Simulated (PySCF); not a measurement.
C₅H₁₀O. Atoms are numbered in the order given.

```xyz
16

C      1.4547    -0.2563     0.9107
C      0.5924    -0.7054    -0.2588
O      1.2144    -0.4068    -1.4906
C     -0.8254    -0.1718    -0.2637
C     -1.5988     0.1730     0.9705
C     -1.1349     1.2666     0.0535
H      2.4655    -0.6697     0.7881
H      1.0574    -0.5998     1.8772
H      1.5479     0.8415     0.9472
H      0.5321    -1.8072    -0.2332
H      1.1287     0.5447    -1.6222
H     -1.4088    -0.5982    -1.0867
H     -2.6635    -0.0725     0.9944
H     -1.1003     0.0831     1.9391
H     -0.3273     1.9125     0.4111
H     -1.8750     1.7827    -0.5635
```

The structure is a stationary point at PBE0-D3(BJ)/def2-SVP. The values are those of a single conformer.

The numbers are results of PySCF with PBE0/pcSseg-1, not measurements.

GIAO shieldings, no solvent; atoms listed in one row are averaged. δ = σ(ref) − σ: ¹³C against TMS (σ = 186.3 ppm); ¹⁷O against H2O (σ = 334.2 ppm); ¹H against TMS (σ = 31.56 ppm), references at their B3LYP-D3(BJ)/def2-TZVP geometries, non-relativistic.

Q: Estimate the chemical shifts. (The exact figures need the calculation; the answer reports its results.)

A: 
```tsv
nucleus	atoms	count	δ (ppm)
¹³C	C2	1	68.7
¹³C	C4	1	21.4
¹³C	C1	1	19.2
¹³C	C5	1	6.3
¹³C	C6	1	0.3
¹⁷O	O3	1	75.6
¹H	H10	1	4.28
¹H	H12	1	1.40
¹H	H7, H8, H9	3	0.95
¹H	H13	1	0.78
¹H	H15	1	0.52
¹H	H16	1	0.45
¹H	H14	1	0.38
¹H	H11	1	0.09
```
